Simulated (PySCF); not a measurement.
# Spin-rotation constants: `Cc1ccc(C(=O)Cl)s1`, C$_{6}$H$_{5}$ClOS

Geometry:
```csv
atom,x (Å),y (Å),z (Å)
C1,0.127,1.175,-2.278
C2,0.011,0.489,-0.967
C3,-1.121,-0.019,-0.384
C4,-0.887,-0.606,0.864
C5,0.435,-0.546,1.242
C6,1.091,-1.018,2.422
O7,2.244,-0.947,2.712
Cl8,-0.048,-1.804,3.552
S9,1.399,0.250,0.028
H10,-0.845,1.235,-2.761
H11,0.520,2.183,-2.149
H12,0.813,0.636,-2.931
H13,-2.091,0.029,-0.845
H14,-1.649,-1.057,1.473
```

Method: GIAO wB97X-D/pcSseg-1 magnetisability, rotational g tensor and spin-rotation constants, non-relativistic, gas phase in PySCF 2.14.0. Geometry: GFN2-xTB.

Task: Give the nuclear spin-rotation constants along the inertial axes (H = +C I·J) beside the isotropic shieldings.

Result: Rotational constants 3.0648, 0.7089, 0.5778 GHz. A star marks the isotopologue with that one atom substituted, in its own axes.
```csv
atom,isotope,Caa (kHz),Cbb (kHz),Ccc (kHz),mean (kHz),σ (ppm)
Cl8,35Cl,0.835,0.282,0.242,0.453,534.8
H10,1H,-0.200,-0.005,-0.066,-0.090,29.2
H11,1H,-0.277,-0.053,-0.010,-0.113,29.1
H12,1H,-0.277,-0.053,-0.011,-0.113,29.1
H13,1H,-0.165,0.041,-0.066,-0.063,24.9
H14,1H,-0.020,0.019,-0.065,-0.022,23.8
C1,13C*,0.388,0.111,0.082,0.194,167.8
C2,13C*,1.625,0.296,0.100,0.673,16.0
C3,13C*,1.181,0.277,0.094,0.517,55.6
C4,13C*,1.401,0.292,0.088,0.594,37.8
C5,13C*,1.346,0.248,0.122,0.572,43.2
C6,13C*,1.514,0.226,0.165,0.635,19.4
O7,17O*,-1.789,-0.542,-0.067,-0.799,-200.5
S9,33S*,1.164,0.320,0.177,0.554,236.8
```
For the geometry as given, no vibrational averaging.
